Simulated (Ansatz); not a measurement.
`C[Se][AlH][F]` + `C=[CH][InH][Cl]` → `C[Se][InH][Cl]` + `C=[CH][AlH][F]`  (redistribution)

Program: Ansatz. Geometries: PBE0-D4/def2-TZVP. ΔE: electronic, gas phase. CCSD(T)/CBS adds triple-zeta CCSD(T) − MP2 to the extrapolated MP2 energy (def2 sets, frozen cores). Functionals use def2-TZVPP. B3LYP here is the variant with VWN-RPA as its local correlation; programs differ in this. def2 core potentials past Kr. For In, Se outer-core shells are correlated without core-valence functions, which leaves a few kJ/mol of doubt a bond. Scalar relativity is left out up to krypton. One conformer a species, not always the lowest.

(1) Is it downhill or uphill in electronic energy at CCSD(T)/CBS, and by how much? (Best estimate.)

(2) What do these levels give: LDA (SPW92), PBE-D4, r2SCAN-D4, r2SCANh-D4, CAM-B3LYP-D4, r2SCAN, B3LYP, r2SCAN0, LC-ωPBE, MP2/def2-SVP, HF/def2-TZVPP, CCSD(T)/def2-TZVPP? (Best estimate.)

Largest T1 diagnostic among the species: 0.013.

Results:

(1) Computed: Downhill: ΔE = -15.0 kJ/mol.

(2) Computed: LDA (SPW92) -13.8, PBE-D4 -16.2, r2SCAN-D4 -17.0, r2SCANh-D4 -17.1, CAM-B3LYP-D4 -18.5, r2SCAN -16.9, B3LYP -20.4, r2SCAN0 -17.2, LC-ωPBE -12.3, MP2/def2-SVP -18.3, HF/def2-TZVPP -23.4, CCSD(T)/def2-TZVPP -12.4 kJ/mol.

At CCSD(T), def2-SVP lies −3.9 kJ/mol from the extrapolated value and def2-TZVPP +2.5 kJ/mol. Leaving LDA and LC-ωPBE aside and taking each functional with its dispersion term where it has one, the values, not all of them listed here, spread over 7.5 kJ/mol, from BHLYP-D4 to PBE-QIDH.
